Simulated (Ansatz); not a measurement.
Compare A (`F[Si]1([AlH2])C[SiH2]1`) with its isomer B (`FC[SiH]1[AlH][SiH2]1`).

Isolated molecules relaxed with PBE0-D4/def2-TZVP in Ansatz; ΔE leaves out vibrations. CCSD(T)/CBS is the MP2 limit (def2-TZVPP, def2-QZVPP) plus CCSD(T) − MP2 in def2-TZVPP, frozen cores. DFT in def2-TZVPP. B3LYP here is the variant with VWN-RPA as its local correlation; programs differ in this. One conformer a species, not always the lowest.

Task: Which is lower in electronic energy at CCSD(T)/CBS, and by how much? (Estimate.)

Result: Computed: A, by 61.5 kcal/mol.

Task: Give E(B) − E(A) in kcal/mol with B3LYP-D4, r2SCAN-D4, B2PLYP, B3LYP, CCSD/def2-TZVPP, MP2/def2-TZVPP, PBE0-D4. (Best estimate.)

Result: Ansatz gave: B3LYP-D4 60.6, r2SCAN-D4 60.7, B2PLYP 60.7, B3LYP 58.9, CCSD/def2-TZVPP 59.7, MP2/def2-TZVPP 63.5, PBE0-D4 57.6. None reverses the order clearly.

Largest T1 diagnostic: 0.015.

The D4 term adds +1.7 kcal/mol with B3LYP and +0.8 kcal/mol with PBE0; it sums over pairs of atoms, weighted by their polarisabilities, and B3LYP, whose exchange is more repulsive, gets the larger term. In def2-TZVPP, CCSD(T) changes the Hartree–Fock value by +3.3 kcal/mol (the triples alone add +0.6 kcal/mol) and MP2 by +6.5 kcal/mol.
